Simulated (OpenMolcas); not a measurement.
## Rh III: effect of the basis set

```yaml
Program: OpenMolcas
Method: "MS-CASPT2, IPEA 0.25 Eh, imaginary shift 0.1 Eh (closed shells correlated: 4s 4p)"
Active_space: 7 electrons in 6 orbitals (4d 5s)
State_averaging: 2S+1 = 4 even, 60 roots; 2S+1 = 6 even, 5 roots kept (CI in the orbitals of an earlier block); 2S+1 = 2 even, 110 roots kept (CI in the orbitals of an earlier block)
Spin-orbit_coupling: state interaction with AMFI integrals over the reference wave functions, term energies averaged over their components
```

A. ANO-RCC-VDZP [6s5p3d1f], DKH2, point nucleus; CASPT2 step roughly 30 core-seconds
B. ANO-R2 [7s5p4d2f1g], X2C, finite nucleus; CASPT2 step of the order of 50 core-seconds
C. ANO-RCC-VTZP [7s6p4d2f1g], DKH2, point nucleus; CASPT2 step roughly 50 core-seconds
D. ANO-R3 [8s6p5d3f2g1h], X2C, finite nucleus; CASPT2 step roughly 2.1 core-minutes
E. ANO-RCC-VQZP [8s7p5d3f2g1h], DKH2, point nucleus; CASPT2 step roughly 100 core-seconds

Energies in cm⁻¹ above 4d⁷ ⁴F_9/2, the measured ground level; measured values from the list in Shadmi, J. Res. Natl. Bur. Stand. 70A, 435 (1966).

```
               Level      A      B      C      D      E  Measured
          4d⁷ ⁴F_9/2    0.0    0.0    0.0    0.0    0.0       0.0
          4d⁷ ⁴F_7/2   2360   2220   2230   2260   2250      2148
          4d⁷ ⁴F_5/2   3820   3600   3620   3660   3650      3486
          4d⁷ ⁴F_3/2   4730   4470   4490   4540   4520      4322
   4d⁷ ⁴P_3/2 [66 %]  12030  11030  11110  11000  11080     10997
          4d⁷ ⁴P_5/2  12460  11070  11180  11120  11200     11062
          4d⁷ ²G_9/2  13820  13310  13340  13010  13070          
          4d⁷ ⁴P_1/2  13900  12560  12650  12600  12680          
          4d⁷ ²G_7/2  16050  15430  15470  15150  15220          
          4d⁷ ²P_1/2  18880  18330  18370  18190  18250          
       4d⁷ ²D_5/2(1)  19120  18570  18650  18340  18420          
         4d⁷ ²H_11/2  19140  18190  18230  17850  17860          
          4d⁷ ²H_9/2  21430  20370  20420  20070  20080          
4d⁷ ²D_3/2(1) [71 %]  22840  22080  22160  21920  21980          
          4d⁷ ²F_5/2  29340  27230  27350  26900  26980          
          4d⁷ ²F_7/2  30500  28310  28440  28010  28080          
       4d⁶ 5s ⁶D_9/2  41400  39850  42210  41230  42080     43022
       4d⁶ 5s ⁶D_7/2  42780  41150  43510  42550  43390     44394
       4d⁶ 5s ⁶D_5/2  43680  42010  44370  43420  44250     45278
       4d⁶ 5s ⁶D_3/2  44280  42590  44950  44010  44840     45877
       4d⁶ 5s ⁶D_1/2  44640  42930  45290  44350  45180          
       4d⁷ ²D_3/2(2)  45600  43730  43920  43330  43420          
       4d⁷ ²D_5/2(2)  46680  44710  44910  44330  44420          
    4d⁶ 5s ⁴D_7/2(1)  53000  51650  52870  52400  53290
```

Deviations, from unrounded energies. A percentage is the sum of absolute deviations over the sum of measured energies, with the sign that they share, or ± where signs differ.

```csv
Against measurement,Levels,A,B,C,D,E
mean absolute deviation (cm-1),9,1100,1500,460,880,520
fine structure of the ground term (%),3,+9.5,+3.4,+3.8,+5.1,+4.7
other terms of the ground configuration (%),2,+11.0,+0.2,+1.0,+0.3,+1.0
other configurations (%),4,-3.6,-7.3,-2.0,-4.1,-2.2
```

C lies closest to measurement on these levels and B furthest from it. The largest miss of C in the table is 4d⁶ 5s ⁶D_3/2, by -930 cm-1. The ranking rests on the paired levels alone, and a cruder setting can come out closer through cancelling errors.

The two smallest mean deviations differ by little beside CASPT2's spread within terms, so their order carries little weight.

Among A to E the level of the table that moves most is 4d⁷ ²F_7/2, by 2500 cm-1 (lowest in D, highest in A). Moves below CASPT2's spread within the term are not significant.

Term energies are means over components that CASPT2 splits; among the terms shown or strongly mixed into the levels shown the widest spread is 1500 cm-1 (4d⁷ ⁴F, E). Blocks of more than 70 roots (2S+1 = 2 even) ran without multistate coupling. Terms from blocks run as CI alone lack orbitals of their own. A single d shell beside an s shell can misplace configurations of different d count against each other. The CASPT2 spread within a term exceeds the gap to the next term for 4d⁷ ²H and 4d⁷ ²D(1), so the order of their levels is uncertain (holds for B; C; D). Computed and measured levels are paired by configuration, term and J; levels that our copy of the source lacks, or whose pairing is in doubt (as where it misses far off the trend of its configuration), stay unpaired and out of the deviations. Only configurations of the active space appear. The table leaves out levels that lie high or whose names do not pair safely across all columns.

A share in square brackets marks a mixed level and gives the weight of the term that names it, the lowest over the columns. A number in round brackets counts repeated terms of one configuration in the order of the reference energies.
